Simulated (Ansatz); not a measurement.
The same ligand exchange along the group F, Cl, Br.

Gas-phase electronic energies from Ansatz, PBE0-D4/def2-TZVP geometries. CCSD(T)/CBS is the MP2 limit (def2-TZVPP, def2-QZVPP) plus CCSD(T) − MP2 in def2-TZVPP, frozen cores. This one scheme is used for every species. DFT in def2-TZVPP. For Br, Mg outer-core shells are correlated without core-valence functions, which leaves a few kJ/mol of doubt a bond. Scalar relativity is left out up to krypton. Each species was taken in one conformer, which may not be the lowest.

```json
{"reaction": "`[CH3][Mg][F]` + dimethylamine → `[CH3][Mg][N](C)C` + H–F", "CCSD(T)/def2-SVP (kJ/mol)": "148", "CCSD/CBS(def2) (kJ/mol)": "139", "B2PLYP (kJ/mol)": "147", "CCSD(T)/CBS(def2) (kJ/mol)": "135"}
{"reaction": "`[CH3][Mg][Cl]` + dimethylamine → `[CH3][Mg][N](C)C` + HCl", "CCSD(T)/def2-SVP (kJ/mol)": "159", "CCSD/CBS(def2) (kJ/mol)": "164", "B2PLYP (kJ/mol)": "165", "CCSD(T)/CBS(def2) (kJ/mol)": "160"}
{"reaction": "`[CH3][Mg][Br]` + dimethylamine → `[CH3][Mg][N](C)C` + HBr", "CCSD(T)/def2-SVP (kJ/mol)": "164", "CCSD/CBS(def2) (kJ/mol)": "174", "B2PLYP (kJ/mol)": "173", "CCSD(T)/CBS(def2) (kJ/mol)": "169"}
```

Largest T1 diagnostic: 0.010, for `[CH3][Mg][F]`.
